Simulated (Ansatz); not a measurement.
Species: C2H10BN2, net charge 1, singlet state. It need not be the lowest isomer of its formula. 
Coordinates optimised at B3LYP-D3(BJ)/def2-TZVP (Ansatz, a quantum-chemistry and plane-wave program):
```
B
N 1 1.3717
H 2 1.0090 1 126.93
H 2 1.0100 3 112.32 1 -179.33
C 1 1.5534 2 129.07 3 -179.01
H 5 1.0922 1 109.28 2 -7.76
H 5 1.0984 6 105.14 1 -116.34
C 5 1.5421 6 109.83 7 -117.11
H 8 1.0887 5 110.64 6 54.15
H 8 1.0917 9 107.33 5 122.11
H 8 1.0941 9 106.29 10 115.64
N 1 1.5847 2 115.21 3 1.42
H 12 1.0209 1 115.00 2 -0.65
H 12 1.0232 13 107.51 1 123.52
H 12 1.0235 13 107.63 14 113.65
```
Charge +1, spin multiplicity 1.

Parts of the frozen-core correlation energy in 6-31G (Ansatz, hartree). Frozen orbitals: 5; correlated occupied orbitals by spin: 15 and 15; virtual: 45 and 45. Spin-orbit coupling is left out. Non-relativistic.

| term | value |
|---|---|
| reference (HF) | -214.93455 |
| MP2 opposite-spin | [?] |
| MP2 same-spin | [?] |
| CCSD correlation | [?] |
| (T) | -0.01094 |
| T1 diagnostic | 0.012 |
| largest doubles amplitude | 0.053 |

Q: Some entries are withheld; supply them.

A: 
- MP2 opposite-spin, value: -0.35395
- MP2 same-spin, value: -0.09854
- CCSD correlation, value: -0.50561
